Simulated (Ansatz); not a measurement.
Ca₃⁺. Charge 1, multiplicity 2. Geometry PBE0/def2-TZVP; atoms count from 1.

```csv
atom,x (Å),y (Å),z (Å)
Ca1,-1.583,1.662,-0.669
Ca2,1.227,-0.221,2.040
Ca3,0.356,-1.441,-1.371
```

The structure comes from a short search, and lower isomers may exist.

(1) Estimate the Mulliken populations from the PBE0/def2-TZVP orbitals of Ansatz.

(2) Where does the spin sit?

(3) And the Mayer bond orders between bonded heavy atoms (over 0.3)?

Answers

(1) 
```tsv
atom	charge (e)	spin (α − β)
Ca1	0.32	0.26
Ca2	0.32	0.26
Ca3	0.35	0.48
```
Mulliken values and Mayer orders depend strongly on the basis.

(2) Summed by element: Ca 1.00, of 1 unpaired in all. Largest on single atoms: Ca3 0.48, Ca2 0.26, Ca1 0.26.

(3) Ca1–Ca3 0.81 (3.73 Å); Ca2–Ca3 0.81 (3.73 Å). Values over 0.3 also appear between atoms too far apart for a bond (Ca1–Ca2 0.47 at 4.33 Å); they arise where an orbital or an unpaired electron spreads over both atoms.
